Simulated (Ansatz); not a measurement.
The inner images of a band of C2H10NPSi (15 atoms, charge 0, multiplicity 1) are given out of order.

Level of theory: Ansatz, RKS CAM-B3LYP/6-31G*.

Image 0:

```xyz
15
Properties=species:S:1:pos:R:3
C -0.532 -1.624 0.370
Si 0.473 -0.086 -0.006
C 1.177 -0.149 -1.745
N -0.493 1.363 0.120
P -1.240 2.045 1.506
H 0.104 -2.516 0.359
H -1.000 -1.568 1.358
H -1.328 -1.768 -0.367
H 1.580 -0.008 0.990
H 1.786 0.733 -1.965
H 1.814 -1.030 -1.872
H 0.382 -0.207 -2.496
H -0.595 1.940 -0.703
H -1.954 0.921 2.014
H -0.198 1.904 2.466
```

Image 6:

```xyz
15
Properties=species:S:1:pos:R:3
C -0.532 -1.627 0.367
Si 0.471 -0.087 -0.006
C 1.177 -0.148 -1.744
N -0.497 1.360 0.120
P -1.236 2.049 1.507
H 0.106 -2.518 0.362
H -1.005 -1.571 1.353
H -1.324 -1.774 -0.374
H 1.576 -0.008 0.993
H 1.786 0.734 -1.963
H 1.814 -1.029 -1.871
H 0.382 -0.206 -2.495
H -0.604 1.934 -0.705
H -0.188 1.912 2.461
H -1.947 0.929 2.025
```

**Question.** Put them in order from the first end to the last, with their energies above the first end.
A.
```xyz
15
Properties=species:S:1:pos:R:3
C -0.444 -1.715 0.345
Si 0.561 -0.164 0.011
C 1.138 -0.126 -1.775
N -0.348 1.289 0.305
P -0.669 2.032 1.848
H 0.174 -2.613 0.241
H -0.854 -1.715 1.361
H -1.285 -1.801 -0.350
H 1.734 -0.184 0.933
H 1.788 0.732 -1.970
H 1.700 -1.034 -2.018
H 0.290 -0.074 -2.467
H -0.604 1.854 -0.494
H -1.246 0.907 2.510
H -1.958 2.562 1.550
```
B.
```xyz
15
Properties=species:S:1:pos:R:3
C -0.500 -1.694 0.283
Si 0.580 -0.180 -0.002
C 1.203 -0.141 -1.767
N -0.281 1.310 0.314
P -0.583 1.783 1.941
H 0.073 -2.620 0.166
H -0.923 -1.696 1.294
H -1.337 -1.729 -0.423
H 1.700 -0.216 0.973
H 1.883 0.701 -1.923
H 1.740 -1.062 -2.013
H 0.376 -0.043 -2.479
H -0.906 1.639 -0.413
H -1.669 0.967 2.356
H -1.379 2.932 1.722
```
C.
```xyz
15
Properties=species:S:1:pos:R:3
C -0.551 -1.686 0.273
Si 0.521 -0.160 0.037
C 1.211 -0.129 -1.711
N -0.404 1.315 0.229
P -1.433 1.900 1.482
H 0.025 -2.608 0.143
H -0.997 -1.714 1.272
H -1.370 -1.697 -0.455
H 1.623 -0.197 1.036
H 1.919 0.693 -1.856
H 1.733 -1.063 -1.945
H 0.410 -0.016 -2.450
H -0.755 1.666 -0.654
H -1.344 0.850 2.427
H -0.608 2.794 2.202
```
D.
```xyz
15
Properties=species:S:1:pos:R:3
C -0.505 -1.686 0.324
Si 0.551 -0.158 0.031
C 1.169 -0.132 -1.743
N -0.333 1.333 0.271
P -1.552 1.609 1.481
H 0.088 -2.600 0.205
H -0.928 -1.704 1.334
H -1.340 -1.733 -0.383
H 1.694 -0.213 0.984
H 1.849 0.705 -1.927
H 1.706 -1.056 -1.981
H 0.335 -0.051 -2.448
H -0.620 1.757 -0.605
H -0.910 0.963 2.566
H -1.226 2.914 1.922
```
E.
```xyz
15
Properties=species:S:1:pos:R:3
C -0.486 -1.638 0.412
Si 0.523 -0.115 -0.002
C 1.104 -0.148 -1.786
N -0.375 1.372 0.192
P -0.993 2.118 1.620
H 0.143 -2.531 0.329
H -0.875 -1.609 1.435
H -1.336 -1.758 -0.267
H 1.712 -0.119 0.903
H 1.725 0.721 -2.026
H 1.704 -1.042 -1.984
H 0.255 -0.158 -2.478
H -0.216 2.055 -0.538
H -0.571 1.151 2.570
H -2.337 1.648 1.650
```

**Answer.** C (+3.2 kcal/mol), B (+4.0 kcal/mol), D (+6.2 kcal/mol), A (+7.0 kcal/mol), E (+2.2 kcal/mol).

Time of the run: 12 min on 2 threads of Arm Neoverse V1 (shared host), peak memory 0.3 GiB.
